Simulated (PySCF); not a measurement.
## Correlation energy of Ge⁺ (germanium, charge +1)

[Ar] 3d10 4s2 4p1, 2P determinant. Calculation: PySCF 2.14, in cc-pVTZ-PP with ECP10MDF (5s4p3d1f, 39 functions); a scalar-relativistic core potential. Frozen: 3s2 3p6 3d10; 3 electrons correlated.

MP2 pair energies summed by pair of shells (mhartree):

```tsv
pair	energy	share (%)
4s-4s	-21.20	56.5
4s-4p	-16.34	43.5
```

Total MP2 correlation energy: -37.54 mhartree.

Same-spin part -2.56 and opposite-spin part -34.98 mhartree; SCS-MP2 scales them by 1/3 and 6/5 to -42.83 mhartree.

```json
{"level": "CCSD", "correlation energy (mhartree)": "-51.25"}
{"level": "(T)", "correlation energy (mhartree)": "-0.78"}
{"level": "CCSD(T)", "correlation energy (mhartree)": "-52.03"}
```

Diagnostics: T1 = 0.010, D1 = 0.0239, largest double amplitude 0.093.

Task: Is a single reference adequate?

Result: Mostly. T1 lies below 0.03, but a double amplitude of this size points to a near-degeneracy that CCSD handles and MP2 describes poorly.
